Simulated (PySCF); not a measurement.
## Electron correlation in Hg(69+) (mercury, charge +69)

[Ne] 3s1, 2S determinant. Computed with PySCF 2.14 in an uncontracted even-tempered set (17 s from 21 bohr⁻², ratio 2.5; 12 p from 28 bohr⁻², ratio 2.5; 4 d from 100 bohr⁻², ratio 2.7; 4 f from 150 bohr⁻², ratio 2.7), with scalar relativity by spin-free X2C-1e. Frozen: 1s2; 9 electrons correlated; the 20 highest virtual orbitals of each spin left out.

```tsv
level	correlation energy (mhartree)
CCSD	-365.22
(T)	-0.05
CCSD(T)	-365.27
```

Diagnostics: T1 = 3.1e-05, D1 = 0.0001, largest double amplitude 0.002.

Task: Is a single reference adequate?

Result: Yes, within this model without spin-orbit coupling: T1 lies below 0.03 and no double amplitude reaches 0.07.

At this charge the one-electron X2C treatment keeps the bare 1/r₁₂, with no two-electron picture change or Breit term. The effect here is smaller than on the frozen 1s shell; and a scalar Hamiltonian misses the large spin-orbit splitting of the p shells, which matters for ns² → np² pairs.
